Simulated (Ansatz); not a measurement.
Calculated with Ansatz (gas phase, PBE0-D4/def2-TZVP geometries, no zero-point term in ΔE). CBS: MP2 limit from def2 TZ/QZ plus the TZ coupled-cluster correction, frozen cores. This one scheme is used for every species. DFT in def2-TZVPP. Each species was taken in one conformer, which may not be the lowest.

Consider the formal exchange of groups at the Si–Si bond: `[SiH3][SiH]1B[SiH2]1` + `C[SiH3]` → `C[SiH2][SiH]1B[SiH2]1` + SiH₄.

```
                species  r2SCAN-D4 energy (Eh)
 `[SiH3][SiH]1B[SiH2]1`             -897.39293
              `C[SiH3]`             -331.17426
`C[SiH2][SiH]1B[SiH2]1`             -936.71240
                   SiH₄             -291.85455
```

Q: Work out ΔE.

A: ΔE = (-936.71240) + (-291.85455) − (-897.39293) − (-331.17426) = 0.00024 Eh = +0.2 kcal/mol. CCSD(T)/CBS gives 0.0 kcal/mol.

Largest T1 diagnostic among the species: 0.016.

In def2-TZVPP, CCSD(T) changes the Hartree–Fock value by −1.3 kcal/mol (the triples alone add −0.3 kcal/mol) and MP2 by −1.5 kcal/mol. The D4 term adds −1.0 kcal/mol with B3LYP and −0.7 kcal/mol with PBE0; it sums over pairs of atoms, weighted by their polarisabilities, and B3LYP, whose exchange is more repulsive, gets the larger term.

B3LYP here is the variant with VWN-RPA as its local correlation; programs differ in this.
